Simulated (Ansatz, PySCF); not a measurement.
Dimer: HF (SMILES F) (first 2 atoms) with SiH4 (SMILES [SiH4]); geometry from B3LYP-D3(BJ)/def2-TZVP.
(charge 0, multiplicity 1):
```xyz
7

F     -0.2022    -0.4294    -0.4678
H     -0.1008    -0.7705     0.3912
Si    -0.0386     0.1356     3.0635
H      0.0471    -1.0166     2.1228
H      1.0491     1.0838     2.7488
H      0.1149    -0.3966     4.4336
H     -1.3570     0.7809     2.9008
```

Basis-set superposition error: the interaction energy with monomers in their own basis, and in the dimer's basis (counterpoise).

The values were computed with Ansatz (a quantum-chemistry and plane-wave program) with Gaussian orbitals; PySCF for 6-31G* rows, M06-2X. Values without a source in brackets are computed.

```json
[
 {"level": "HF/6-31G*", "uncorrected (kJ/mol)": "-1.4", "counterpoise (kJ/mol)": "3.3", "difference": "4.6"},
 {"level": "HF/aug-cc-pV(D+d)Z", "uncorrected (kJ/mol)": "0.0", "counterpoise (kJ/mol)": "0.9", "difference": "0.9"},
 {"level": "BLYP/def2-TZVPPD", "uncorrected (kJ/mol)": "-4.1", "counterpoise (kJ/mol)": "-3.9", "difference": "0.2"},
 {"level": "revPBE/def2-TZVPPD", "uncorrected (kJ/mol)": "-2.3", "counterpoise (kJ/mol)": "-2.2", "difference": "0.2"},
 {"level": "B97M-V/def2-TZVPPD", "uncorrected (kJ/mol)": "-7.4", "counterpoise (kJ/mol)": "-7.2", "difference": "0.2"},
 {"level": "BHLYP/def2-TZVPPD", "uncorrected (kJ/mol)": "-5.2", "counterpoise (kJ/mol)": "-5.1", "difference": "0.1"},
 {"level": "M06-2X/def2-TZVPPD", "uncorrected (kJ/mol)": "-6.5", "counterpoise (kJ/mol)": "-6.3", "difference": "0.2"},
 {"level": "wB97X-V/def2-TZVPPD", "uncorrected (kJ/mol)": "-6.4", "counterpoise (kJ/mol)": "-6.3", "difference": "0.1"},
 {"level": "MP2/6-31G*", "uncorrected (kJ/mol)": "-6.2", "counterpoise (kJ/mol)": "1.9", "difference": "8.1"},
 {"level": "SCS-MP2/aug-cc-pV(D+d)Z", "uncorrected (kJ/mol)": "-5.4", "counterpoise (kJ/mol)": "-2.4", "difference": "3.0"}
]
```

The error is largest for MP2/6-31G* (8.1 kJ/mol) and smallest for BHLYP/def2-TZVPPD (0.1 kJ/mol).
